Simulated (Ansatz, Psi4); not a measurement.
Two rigid molecules brought together: H3B ··· HF (SMILES B and F). Monomers: optimised at B3LYP-D3(BJ) (def2-TZVP), held rigid. Orientation: lowest of the rigid-body minima from ten starts at GFN2-xTB. R is the distance of the centres of mass, along which the second monomer moves.

Methods: PBE/def2-TZVP, counterpoise-corrected (Psi4); PBE-D3(BJ)/def2-TZVP, counterpoise-corrected (Psi4); wB97M-V/def2-TZVP, counterpoise-corrected (Psi4); CCSD(T)/aug-cc-pVDZ = Ansatz (a program for electronic structure) with CCSD(T) on RHF/aug-cc-pVDZ, frozen core, counterpoise-corrected.

Interaction energies in kcal/mol; the last columns give the difference from CCSD(T):

```
R / Å  PBE/def2-TZVP  PBE-D3(BJ)/def2-TZVP  wB97M-V/def2-TZVP  CCSD(T)/aug-cc-pVDZ  PBE/def2-TZVP − CCSD(T)/aug-cc-pVDZ  PBE-D3(BJ)/def2-TZVP − CCSD(T)/aug-cc-pVDZ  wB97M-V/def2-TZVP − CCSD(T)/aug-cc-pVDZ
-----  -------------  --------------------  -----------------  -------------------  -----------------------------------  ------------------------------------------  ---------------------------------------
2.49           11.52                 10.96              13.85                16.08                                -4.56                                       -5.12                                    -2.23
2.65            7.76                  7.22               9.26                10.77                                -3.01                                       -3.55                                    -1.52
2.86            4.99                  4.49               5.82                 6.74                                -1.76                                       -2.25                                    -0.93
3.06            3.50                  3.04               3.98                 4.56                                -1.06                                       -1.51                                    -0.58
3.33            2.33                  1.94               2.59                 2.87                                -0.54                                       -0.93                                    -0.28
3.67            1.50                  1.20               1.64                 1.75                                -0.24                                       -0.54                                    -0.11
4.12            0.92                  0.72               0.98                 1.01                                -0.09                                       -0.29                                    -0.03
4.81            0.49                  0.40               0.50                 0.51                                -0.02                                       -0.10                                    -0.01
5.83            0.22                  0.20               0.22                 0.22                                 0.00                                       -0.02                                     0.00
7.18            0.09                  0.08               0.09                 0.09                                 0.00                                       -0.01                                     0.00
```

PBE/def2-TZVP is furthest from CCSD(T)/aug-cc-pVDZ at 2.49 (-4.56 kcal/mol, below); its mean absolute difference over the points is 1.13 kcal/mol.

PBE-D3(BJ)/def2-TZVP is furthest from CCSD(T)/aug-cc-pVDZ at 2.49 (-5.12 kcal/mol, below); its mean absolute difference over the points is 1.43 kcal/mol.

wB97M-V/def2-TZVP is furthest from CCSD(T)/aug-cc-pVDZ at 2.49 (-2.23 kcal/mol, below); its mean absolute difference over the points is 0.57 kcal/mol.
